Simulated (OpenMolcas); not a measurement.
# Zr3+: moving or changing the point charges

Zr3+ among 4 point charges of -1.5 e arranged as a tetrahedron (Td), 2.17 Å from the ion.

```
Program             : OpenMolcas
Method              : SS-CASPT2, IPEA 0.25 Eh, imaginary shift 0.1 Eh (closed shells correlated: 4s 4p)
Basis               : ANO-RCC-VTZP [7s6p4d2f1g]
Scalar Hamiltonian  : DKH2, point nucleus
Active space        : 1 electron in 5 orbitals (4d)
State averaging     : 2S+1 = 2 even, 5 roots
Spin-orbit coupling : RASSI with atomic mean-field integrals over the reference wave functions
```

Runs around this geometry, states (labels of Td). Energies in cm-1 above the lowest state or level, χT in cm3 K/mol; 10Dq is the gap between the two states; 10Dq is negative for this site.

| R (Å) | q (e) | Ground state | First state of that spin | 10Dq | First gap with spin-orbit (degeneracies) | χT at 300 K |
| --- | --- | --- | --- | --- | --- | --- |
| 2.17 | -0.75 | 2E | 2T2 2030 | -2028 | 2140 (4, 4) | 0.272 |
| 2.17 | -1.5 | 2E | 2T2 3040 | -3035 | 3050 (4, 4) | 0.289 |
| 2.39 | -1.5 | 2E | 2T2 2200 | -2201 | 2290 (4, 4) | 0.274 |

Taking |10Dq| as R^-n, n = -ln(2201 / 3035) / ln(2.39 / 2.17) = 3.3 between the shortest and longest distance. The point-charge formula for a cubic d site gives n = 5.

Scaling the charges by -0.75 / -1.5 = 0.50 scales |10Dq| by 2028 / 3035 = 0.67; with fixed orbitals a first-order splitting would follow the charge.

Roots that are degenerate in the reference are averaged as groups; the widest CASPT2 spread within a group is 140 cm-1 (the 3-fold group of multiplicity 2 near 2030 cm-1 above the lowest state of its run, R = 2.17, q = -0.75). Shifts and gaps below about the spread of the groups concerned are not significant. An orbital doublet at a regular site is open to a Jahn-Teller distortion, which this geometry leaves out. The ground term spreads over less than 5000 cm-1, several times less than with real ligands, so orbital moments are less quenched and χT lies further from the spin-only value than at real sites. Free-ion shares, where given, are those of the reference states; single-state CASPT2 does not remix them. Point charges carry no covalency, so the field is a model and not that of real ligands. No measured value stands beside these numbers.
